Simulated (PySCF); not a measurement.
Continuum solvent and chemical shifts

Numbering as in the mapped SMILES `[CH2:1]=[CH:2][PH:3][c:4]1[cH:5][cH:6][cH:7][c:8]([F:9])[cH:10]1`. Each H is labelled by its parent atom. Ha(C1) is cis to P3; Hb(C1) is trans to P3.

GIAO PBE0/pcSseg-1 in PySCF 2.14.0 with density-fitted response routines on one PBE0-D3(BJ)/def2-SVP conformer, non-relativistic, equivalent nuclei averaged. Solvents enter as an IEF-PCM continuum (chloroform with ε = 4.7, dichloromethane with ε = 8.9) around the gas-phase geometry. Shifts are referred to TMS, CFCl3 computed in the same medium.

Gas phase, δ in ppm: C8 169.9, C2 144.6, C4 139.9, C5 137.4, C6 135.2, C1 134.1, C10 127.2, C7 122.4, F9 -111.5, H(C10) 7.55, H(C5) 7.54, H(C6) 7.44, H(C7) 7.14, H(C2) 6.37. Dipole moment 0.23 D.

Q: How does each δ change in the continuum?

A: 
```
 atoms                       environment  Δδ, chloroform  Δδ, dichloromethane
    C8  aromatic carbon bearing fluorine            +0.5                 +0.7
    C2                         alkene CH             0.0                 -0.1
    C4       substituted aromatic carbon            +1.1                 +1.3
    C5                       aromatic CH            +1.4                 +1.6
    C6                       aromatic CH            +1.6                 +1.9
    C1              terminal =CH2 carbon            +2.4                 +3.0
   C10                       aromatic CH            +0.3                 +0.4
    C7                       aromatic CH            +1.1                 +1.4
    F9                     aryl fluorine            -2.7                 -2.9
H(C10)        hydrogen on an aromatic CH           +0.08                +0.09
 H(C5)        hydrogen on an aromatic CH           +0.14                +0.16
 H(C6)        hydrogen on an aromatic CH           +0.20                +0.25
 H(C7)        hydrogen on an aromatic CH           +0.20                +0.24
 H(C2)          hydrogen on an alkene CH           +0.08                +0.08
```

Changes are relative to the gas phase. The dipole moment becomes 0.25 D in chloroform, 0.25 D in dichloromethane.

Q: Which of the listed nuclei move most (in ppm), and what does the model miss?

A: C1 (terminal =CH2 carbon, +3.0 ppm) and F9 (aryl fluorine, -2.9 ppm) in dichloromethane. A continuum only polarises the solute; specific hydrogen bonds, the anisotropy of aromatic solvents and changes of geometry or conformer are outside it.
